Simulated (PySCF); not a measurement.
A mixed set of molecules.

All values: CAM-B3LYP/def2-SVPD (PySCF) at GFN2-xTB geometries, gas phase, one conformer each. Core orbitals are frozen in the response; Δα² is half the sum of the squared differences of the principal polarisabilities.

Task: Rank by polarisability anisotropy Δα, highest first.
A. `Fc1cc[pH]c1`
B. `[Cl:1][CH2:2][C:3]1=[CH:4][C@@H:5]([Cl:6])[C:7]([Cl:8])=[CH:9]1` with Cl1–C2–C3–C4 109°
C. `[CH:1]#[C:2][C:3](=[O:4])[NH:5][CH3:6]` with C2–C3–N5–C6 180°
D. 4-methyloxazole, `Cc1cocn1`

Result: B (7.93 Å³), C (5.42 Å³), A (4.71 Å³), D (3.63 Å³).

All values together:

```tsv
SMILES	formula	μ (D)	HOMO (eV)	LUMO (eV)	α (Å³)	Δα (Å³)	electrons	α per electron (Å³)
Fc1cc[pH]c1	C4H4FP	1.41	-8.28	-0.28	10.01	4.71	52	0.192
C#CC(=O)NC	C4H5NO	3.98	-9.10	0.18	8.71	5.42	44	0.198
ClCC1=C[C@@H](Cl)C(Cl)=C1	C6H5Cl3	1.46	-8.16	-0.96	16.38	7.93	92	0.178
Cc1cocn1	C4H5NO	1.39	-8.33	0.97	7.94	3.63	44	0.180
```

Conformers: `[CH:1]#[C:2][C:3](=[O:4])[NH:5][CH3:6]` with C2–C3–N5–C6 180°; `[Cl:1][CH2:2][C:3]1=[CH:4][C@@H:5]([Cl:6])[C:7]([Cl:8])=[CH:9]1` with Cl1–C2–C3–C4 109°.
